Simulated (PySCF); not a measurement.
Stick spectrum of a doublet radical in fast tumbling, microwave frequency 9.508 GHz, simulated to first order from computed parameters.

```csv
field (mT),relative intensity
336.92,1
336.97,9
337.03,36
337.09,84
337.15,126
337.21,126
337.27,84
337.33,36
337.39,9
337.45,1
338.96,2
339.02,18
339.07,72
339.13,168
339.19,252
339.25,252
339.31,168
339.37,72
339.43,18
339.49,2
341.00,1
341.06,9
341.11,36
341.17,84
341.23,126
341.29,126
341.35,84
341.41,36
341.47,9
341.53,1
```

Task: Find the g value from the centre of the pattern.

Result: The pattern is symmetric about 339.22 mT, so g = hν/(μB·B0) = 9508/(13.99624 × 339.22) = 2.0026, a shift of +0.3 × 10⁻³ from the free-electron value.

Task: Which couplings and how many nuclei make this pattern?

Result: The first two lines at either end are about 0.06 mT apart, which is the smallest coupling, and their intensity ratio 1:9 counts the nuclei that share it. In full: a 1:2:1 triplet of 2.04 mT (57 MHz), from 2 nuclei of spin 1/2; a 1:9:36:84:126:126:84:36:9:1 decet of 0.06 mT (2 MHz), from 9 nuclei of spin 1/2. Check: Σ 2nI·a is the distance from the first to the last line, 4.61 mT.

Task: The radical has the formula C4H11Si. Propose a structure, and say which nuclei carry the couplings.

Result: The pattern alone needn't single out one isomer; the structure behind this simulation is `[CH2][Si](C)(C)C` [radical], numbered [CH2:1][Si:2]([CH3:3])([CH3:4])[CH3:5] (hydrogens: H6, H7 on C1; H8, H9, H10 on C3; H11, H12, H13 on C4; H14, H15, H16 on C5). 2.04 mT: 1H at H6/H7 (α, 1 bond from C1; computed sign −); 0.06 mT: 1H at H8 (×9) (γ, 3 bonds from C1; computed sign +). The largest Mulliken spin population is on C1 (+1.06). The angles at C1 add up to 360.0°, so it is planar; its axial dipolar tensor and the negative couplings of its protons fit spin in a p orbital normal to that plane.

Theory: PySCF, UKS B3LYP, IGLO-III on C Si, pcH-1 on H, non-relativistic, mean-field spin-orbit, GIAO. Geometry: PBE0-D3(BJ)/def2-SVP; no solvent, vibrations or thermal averaging. No stability test was run, so a lower SCF solution isn't excluded.

Nuclei that the bonding pattern makes equivalent are averaged, as if the motion that swaps them (rotation, inversion, ring flip) were fast. The nine 1H nuclei of mean +1.6 MHz run from -1.8 to 12.2 MHz in the frozen geometry.

Rare isotopes and splittings under 0.04 mT were left out of the simulation.
